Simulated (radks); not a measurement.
Spin polarisation of the 4f7 shell in the gadolinium ion Gd+. Start: [Xe] 4f(up 3.5, down 3.5) 5d(up 0.5, down 0.5) 6s(up 0.5, down 0.5); electrons of 4f are moved from spin down to spin up, other shells keep equal spins. All-electron calculation, non-relativistic Kohn-Sham, PBE, spin-polarised, spherical densities, point nucleus. Program: a radial shooting solver on a logarithmic mesh with Libxc functionals.

| moment (Bohr magnetons) | E - E(0) (eV) | e(4f up) (eV) | e(4f down) (eV) | 6s down minus up (eV) | 5d down minus up (eV) | 5p down minus up (eV) |
|---|---|---|---|---|---|---|
| 0 | 0.000 | -19.177 | -19.177 | 0.000 | 0.000 | 0.000 |
| 1 | -0.201 | -19.564 | -18.760 | 0.031 | 0.098 | 0.279 |
| 2 | -0.804 | -19.920 | -18.313 | 0.062 | 0.196 | 0.559 |
| 3 | -1.809 | -20.246 | -17.835 | 0.093 | 0.295 | 0.839 |
| 4 | -3.215 | -20.541 | -17.326 | 0.125 | 0.395 | 1.122 |
| 5 | -5.023 | -20.802 | -16.786 | 0.157 | 0.496 | 1.407 |
| 6 | -7.231 | -21.030 | -16.213 | 0.190 | 0.598 | 1.696 |
| 7 | -9.839 | -21.222 | -15.606 | 0.224 | 0.702 | 1.988 |

At moment 7 the spin-polarisation energy is -9.839 eV and the 4f exchange splitting 5.617 eV, that is 0.802 eV per Bohr magneton; E = -I m^2/4 would give I = 0.803 eV.
